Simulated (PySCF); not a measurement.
Compound: C4H12GeN2Si.
Bonds: C1–C2, C2–C3, C2–Si4, Si4–N5, N5–Ge6, Ge6–C7, C7–N8 (triple). Hydrogens: H9, H10, H11 on C1; H12 on C2; H13, H14, H15 on C3; H16, H17 on Si4; H18 on N5; H19, H20 on Ge6.

A GFN2-xTB structure was refined with PBE0-D3(BJ)/def2-SVP geometry optimisation, gas phase in PySCF 2.14.0. Its GFN2-xTB values:

```
   coordinate  GFN2-xTB
        C1–C2   1.538 Å
        C1–H9   1.104 Å
       C2–Si4   1.937 Å
       C2–H12   1.092 Å
       Si4–N5   1.725 Å
      Si4–H16   1.469 Å
       N5–Ge6   1.801 Å
       N5–H18   0.995 Å
       Ge6–C7   1.926 Å
      Ge6–H19   1.507 Å
        C7≡N8   1.153 Å
     C1–C2–C3    110.5°
    C1–C2–Si4    110.8°
    C2–Si4–N5    106.6°
   Si4–N5–Ge6    121.8°
    N5–Ge6–C7    111.7°
    Ge6–C7–N8    178.6°
 C1–C2–Si4–N5       60°
C2–Si4–N5–Ge6     -177°
Si4–N5–Ge6–C7      -61°
```

Q: How do these coordinates change at the PBE0-D3(BJ)/def2-SVP level?

A: 
```csv
coordinate,PBE0-D3(BJ)/def2-SVP (Å or °),change
C2–Si4,1.888,-0.049
Si4–H16,1.497,+0.028
Si4–N5,1.751,+0.026
Ge6–H19,1.529,+0.022
N5–H18,1.017,+0.022
C2–H12,1.108,+0.016
Ge6–C7,1.942,+0.016
N5–Ge6,1.817,+0.016
C1–C2,1.526,-0.012
C7≡N8,1.160,+0.007
C1–H9,1.103,-0.001
Si4–N5–Ge6,127.2,+5.4
C2–Si4–N5,111.1,+4.5
C1–C2–C3,112.4,+1.9
N5–Ge6–C7,110.1,-1.6
C1–C2–Si4,111.5,+0.7
Ge6–C7–N8,179.1,+0.5
C2–Si4–N5–Ge6,-133,+44
Si4–N5–Ge6–C7,-82,-21
C1–C2–Si4–N5,56,-4
```

The energy falls by 23.8 kJ/mol over 10 energy and gradient evaluations, the largest force component goes from 0.0323 to 3.8e-04 Eh/bohr, and the atoms move by 0.506 Å rms after alignment. The bond that changes most is C2–Si4 (sp3 carbon bound to silicon to SiH2 silicon), which shortens by 0.049 Å. Bonds longer at the end by more than 0.005 Å: 13 of 19; shorter: 2. Among the dihedrals that turn most is H16–Si4–N5–Ge6, from -59° to -13°. Rotational constants go from 2546, 498.2, 434.6 to 2837, 480.4, 427.4 MHz.

The run used 194 basis functions and 77 SCF cycles in all. Time: 3.8 min of wall time; peak memory 0.91 GiB. Hardware: Arm Neoverse V1, one thread, no GPU, shared host.

Not checked by PBE0-D3(BJ)/def2-SVP frequencies. The numbers are those of one conformer.
